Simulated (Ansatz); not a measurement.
CH4MoO3S (`C[O][Mo](=[O])([OH])=[S]`), relaxed with RKS PBE0-D4/def2-TZVP in the Gaussian-basis code of Ansatz from a PBE-D4/def2-SVP geometry. The force threshold is 0.005 eV/Å; the program also tests the step.

Total charge 0; spin multiplicity 1. Mo takes the def2 core potential.

Start:

```xyz
10

C     1.848    0.124    0.349
O     0.642   -0.476   -0.079
Mo   -1.102   -0.014   -0.510
O    -1.510   -0.722   -1.997
O    -2.297   -0.570    0.842
S    -1.170    2.122   -0.684
H     2.677   -0.201   -0.316
H     2.075   -0.199    1.387
H     1.767    1.233    0.322
H    -2.930   -1.297    0.686
```

| step | energy (eV) | largest force (eV/Å) | largest move (Å) |
| --- | --- | --- | --- |
| 1 | -19930.6194 | 1.109 | 0.000 |
| 2 | -19930.6813 | 0.560 | 0.048 |
| 3 | -19930.6884 | 0.066 | 0.013 |
| 4 | -19930.6886 | 0.037 | 0.009 |
| 5 | -19930.6887 | 0.013 | 0.004 |
| 6 | -19930.6888 | 0.014 | 0.003 |
| 7 | -19930.6889 | 0.017 | 0.008 |
| 8 | -19930.6889 | 0.016 | 0.009 |
| 9 | -19930.6889 | 0.007 | 0.010 |
| 10 | -19930.6890 | 0.008 | 0.010 |
| 11 | -19930.6891 | 0.018 | 0.019 |
| 12 | -19930.6891 | 0.021 | 0.025 |
| 13 (rejected) | -19930.6891 | 0.038 | 0.024 |
| 14 | -19930.6892 | 0.014 | 0.012 |
| 15 | -19930.6892 | 0.013 | 0.026 |
| 16 | -19930.6892 | 0.016 | 0.011 |
| 17 | -19930.6892 | 0.011 | 0.001 |
| 18 | -19930.6892 | 0.004 | 0.003 |
| 19 | -19930.6892 | 0.002 | 0.006 |
| 20 | -19930.6892 | 0.001 | 0.007 |

End:

```xyz
10

C     1.817    0.121    0.343
O     0.653   -0.482   -0.171
Mo   -1.084    0.000   -0.526
O    -1.541   -0.671   -1.988
O    -2.212   -0.586    0.846
S    -1.160    2.111   -0.649
H     2.679   -0.253   -0.215
H     1.929   -0.145    1.397
H     1.759    1.208    0.248
H    -2.839   -1.302    0.714
```

Hardware: 4 threads of an Arm Neoverse V2 on a shared host. Wall time 100 s, peak host memory 0.69 GiB.
